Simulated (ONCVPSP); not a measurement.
# P (Z = 15), ONCV: configuration errors across variants

phosphorus (P), optimised norm-conserving Vanderbilt (ONCV), made with ONCVPSP 4.0.1 (LDA (Perdew-Wang 92), scalar-relativistic). Core [He], reference 2s2 2p6 3s1.75 3p3.25. Waves: 2s+3s: rc 0.70 bohr, ncon 3, nbas 8, qcut 19.8 1/bohr, 2 projectors; 2p+3p: rc 1.00 bohr, ncon 4, nbas 7, qcut 14.8 1/bohr, 2 projectors; d scattering state at 0.38 Ha: rc 0.95 bohr, ncon 3, nbas 6, qcut 11 1/bohr, 2 projectors, debl 1.9 Ha. Local part: polynomial inside 0.45 bohr (lpopt 4, dvloc0 6 Ha). Core correction: none.

All-electron excitation energies from the reference (eV): (1) 2s2 2p6 3s2 3p3 -2.110; (2) 2s2 2p6 3s2 3p2 7.705; (3) 2s2 2p6 3s2 3p1 26.949; (4) 2s2 2p5 3s2 3p3 138.232.

Errors AE − PS in meV (a dash: test not solved or not reliable):

| change | (1) | (2) | (3) | (4) | bound ghosts | GHOST(+) flags above zero |
| --- | --- | --- | --- | --- | --- | --- |
| base | -0.1 | +0.5 | +3.3 | +950 | none | none |
| s: qcut 13.1; p: qcut 9.8; d: qcut 7.3 | -0.1 | +0.6 | +4.5 | +1646 | none | none |
| s: qcut 14.6; p: qcut 10.9; d: qcut 8.1 | -0.1 | +0.6 | +4.3 | +1431 | none | none |
| s: qcut 17.3; p: qcut 12.9; d: qcut 9.6 | -0.1 | +0.6 | +3.8 | +1143 | none | none |
| s: qcut 19.9; p: qcut 14.9; d: qcut 11.1 | -0.1 | +0.5 | +3.3 | +942 | none | none |
| s: qcut 22.1; p: qcut 16.5; d: qcut 12.3 | -0.1 | +0.4 | +3.0 | +795 | none | none |
| s: qcut 26.6; p: qcut 19.8; d: qcut 14.8 | -0.1 | +0.3 | +2.4 | +629 | none | none |
| s: qcut 28.4; p: qcut 21.2; d: qcut 15.8 | -0.1 | +0.3 | +2.4 | +626 | none | none |

(1) Give the same row for: s: qcut 24; p: qcut 17.9; d: qcut 13.3.

Answers

(1) -0.1, +0.4, +2.7, +721; bound ghosts: none; GHOST(+) flags above zero: none.
